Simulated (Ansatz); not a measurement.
```yaml
crystal:
  periodic: [true, true, true]
  atoms:
    - {symbol: N, position_ang: [-0.791459, 0.777566, 0.425375]}
    - {symbol: W, position_ang: [0.510877, -0.458290, -0.279717]}
    - {symbol: O, position_ang: [1.211248, -1.280158, 1.037016]}
    - {symbol: O, position_ang: [-0.309894, -1.554113, -1.292277]}
    - {symbol: F, position_ang: [1.831877, 0.433774, -1.247227]}
    - {symbol: H, position_ang: [-0.772142, 1.122346, 1.373997]}
    - {symbol: H, position_ang: [-1.680508, 0.958874, -0.017167]}
basis:
  gaussian: {orbitals: def2-TZVPP, final_grid: {core_spheres: 8, valence_spheres: 7, degree: 23}}
hamiltonian: {xc: {name: r2SCANh}}
scf: {lower_state_search: off}
output: {forces: true}
```

```sh
$ ansatz run in.yaml --threads 4 --pin off --events-out ev --progress --plain --max-ram 10444MiB
```

(1) How does Ansatz answer? (Best estimate.)

Results:

(1) Ansatz gave: The program refused the input.
```
Error: YAML parse error: error: line 2 column 3: crystal: missing field `lattice` (a structure is typed as `lattice` and `atoms`, a molecule's as `atoms` in Å alone, or read from a run's directory, `checkpoint`)
 --> <input>:2:3
1 | crystal:
2 |   periodic: [true, true, true]
3 |   atoms:
4 |     - {symbol: N, position_ang: [-0.791459, 0.777566, 0.425375]}
```
